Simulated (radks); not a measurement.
The numbers below are computed, except where a source is named.
Spin polarisation of the 5d1 shell in neutral lutetium. Start: [Xe] 4f14 5d(up 0.5, down 0.5) 6s2; electrons of 5d are moved from spin down to spin up, other shells keep equal spins. Code: a radial shooting solver on a logarithmic mesh with Libxc functionals. Model: scalar-relativistic Kohn-Sham, PBE, spin-polarised, spherical densities, finite nucleus; Fermi nuclear charge, rms radius of each element as measured or else 0.836 A^(1/3) + 0.57 fm.

| moment (Bohr magnetons) | E - E(0) (eV) | e(5d up) (eV) | e(5d down) (eV) | 6s down minus up (eV) | 4f down minus up (eV) | 5p down minus up (eV) |
|---|---|---|---|---|---|---|
| 0 | 0.000 | -1.751 | -1.751 | 0.000 | 0.000 | 0.000 |
| 0.25 | -0.008 | -1.809 | -1.687 | 0.111 | 0.016 | 0.091 |
| 0.5 | -0.030 | -1.862 | -1.618 | 0.222 | 0.031 | 0.181 |
| 0.75 | -0.069 | -1.909 | -1.544 | 0.333 | 0.047 | 0.271 |
| 1 | -0.122 | -1.951 | -1.464 | 0.444 | 0.062 | 0.361 |

At moment 1 the spin-polarisation energy is -0.122 eV and the 5d exchange splitting 0.486 eV, that is 0.486 eV per Bohr magneton; E = -I m^2/4 would give I = 0.487 eV.
